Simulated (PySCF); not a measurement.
Vertical excitations of a molecule C₃H₉NSi₂ from TDA-LC-ωPBE/def2-SVPD in PySCF, as energy in eV (oscillator strength): 6.06 (0.000), 6.38 (0.002), 6.42 (0.001), 6.89 (0.019), 7.80 (0.021), 8.12 (0.032), 8.16 (0.015), 8.37 (0.009), 8.55 (0.055), 8.66 (0.037). Lowest triplet (TDA): 4.79 eV. Coordinates come from a B3LYP-D3(BJ)/def2-SVP optimisation. Other conformers were not sampled.

### Question
Identify the compound among the candidates.
(A) C#C[Si@@H](C)N[SiH3]
(B) C#C[C@H](N)[SiH2][SiH3]
(C) C=C1CN[SiH2][SiH2]1
(D) N[Si@H]1CC=C[SiH2]1

### Answer
A, C#C[Si@@H](C)N[SiH3]
